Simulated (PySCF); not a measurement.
SiHCl, SMILES [SiH]Cl (connectivity only; charge and spin as stated), neutral, multiplicity 1. Coordinates come from a r2SCAN-D4/def2-TZVP optimisation. The isomer is the one that the SMILES or the coordinates give; other isomers of the formula were not compared.

TDDFT-M06-2X/def2-TZVPD in PySCF puts the lowest singlet excitations at 2.55, 5.42, 5.47, 6.23, 6.24, 6.29 eV.

What are the lowest excitation roots from ADC(2)/aug-cc-pVDZ (PySCF)? (The exact figures need the calculation; the answer reports its results.)

2.83, 5.61, 5.72, 6.13, 6.36, 6.70 eV. S1 differs by 0.28 eV (second minus first; roots are paired by order, and the bases may differ).
